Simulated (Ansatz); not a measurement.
The cluster Al2N2 was relaxed with PBE0-D4 (def2-TZVP) in Ansatz in these states: neutral quintet, neutral singlet, neutral triplet. The geometries follow in no particular order.

A:

```xyz
4

Al   -1.745   -0.166   -0.431
Al    1.335    0.093    1.212
N     0.139    0.674   -0.368
N     0.271   -0.602   -0.413
```

B:

```tsv
atom	x (Å)	y (Å)	z (Å)
Al1	0.544	1.635	-0.806
Al2	-0.544	-1.635	0.806
N3	-0.604	0.164	-0.076
N4	0.605	-0.164	0.076
```

C:

Cartesian coordinates in Å:
```
Al -1.406 -0.307 0.220
Al 0.422 0.195 -1.380
N 0.620 -0.561 0.531
N 0.364 0.673 0.629
```

**Question.** Judge from the bond lengths which geometry belongs to which state (an estimate).

**Answer.** A is the neutral triplet (Al1–N3 2.064 Å, Al2–N4 2.063 Å, Al2–N3 2.064 Å); B is the neutral singlet (Al1–N3 2.004 Å, Al2–N4 2.004 Å, Al2–N3 2.004 Å); C is the neutral quintet (Al1–N3 2.066 Å, Al2–N4 2.066 Å, Al2–N3 2.065 Å).

At PBE0-D4/def2-TZVP a singlet lies 1.18 eV below the neutral triplet. At PBE0-D4/def2-TZVP a singlet lies 2.80 eV below the neutral quintet. These are the stationary points nearest to one start from a short search; other shapes may lie lower in each state.
